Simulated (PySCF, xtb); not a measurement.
C₃H₉FOSi, SMILES CC(C)(F)[SiH2]O. One conformer was computed; it need not be the lowest.

Harmonic wavenumbers (cm⁻¹) from GFN2-xTB in xtb at its own minimum, in rising order: 44, 134, 180, 205, 223, 256, 295, 357, 366, 417, 529, 590, 610, 733, 763, 809, 844, 917, 948, 958, 1008, 1137, 1189, 1213, 1397, 1409, 1477, 1488, 1491, 1504, 2272, 2339, 3009, 3014, 3034, 3042, 3047, 3052, 3646.

What does r2SCAN-D4/def2-SVP run with PySCF give at its own minimum? (The exact figures need the calculation; the answer reports its results.)

75, 141, 202, 223, 260, 282, 336, 360, 387, 432, 597, 632, 715, 820, 833, 905, 919, 926, 944, 968, 995, 1133, 1213, 1227, 1371, 1382, 1438, 1453, 1459, 1478, 2207, 2243, 3024, 3027, 3121, 3126, 3139, 3140, 3836. Paired by order, the mean absolute difference is 45 cm⁻¹ and the zero-point energies are 71.4 and 72.9 kcal/mol.
